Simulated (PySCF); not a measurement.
Isomers of C3H5B. Method used: PBE0-D3(BJ)/def2-SVP geometry optimisation, gas phase in PySCF 2.14.0. Energies are electronic, without zero-point or thermal terms, for one conformer each. No frequencies were run at this level. Point groups hold within 0.08 Å.

Question: Rank from lowest to highest electronic energy at this level (kcal/mol).
A. `[BH2:1][C:2]1=[CH:3][CH2:4]1` with H–B1–C2–C3 -65° and 116°
B. `BC#CC`

Answer: B (0.0), A (21.8).

As drawn, the lower has a C≡C bond, which the higher lacks; the higher has a three-membered ring and a C=C bond outside aromatic rings, which the lower lacks.

```tsv
SMILES	E (Eh)	E rel (kcal/mol)	dipole (D)	point group	A, B, C (MHz)
BC#CC	-141.81592	0.0	2.30	near Cs	93708, 3519, 3465
BC1=CC1	-141.78122	21.8	0.88	–	21986, 6535, 5375
```

Question: How do the relative energies change in single points at PBE0/pcSseg-1 (no added dispersion term) on the same geometries?

Answer: 
| SMILES | PBE0-D3(BJ)/def2-SVP (kcal/mol) | PBE0/pcSseg-1 (kcal/mol) | shift |
| --- | --- | --- | --- |
| BC#CC | 0.0 | 0.0 | 0.0 |
| BC1=CC1 | 21.8 | 23.5 | +1.7 |

Each column counts from its own lowest isomer. The order is unchanged; the largest shift is 1.7 kcal/mol.
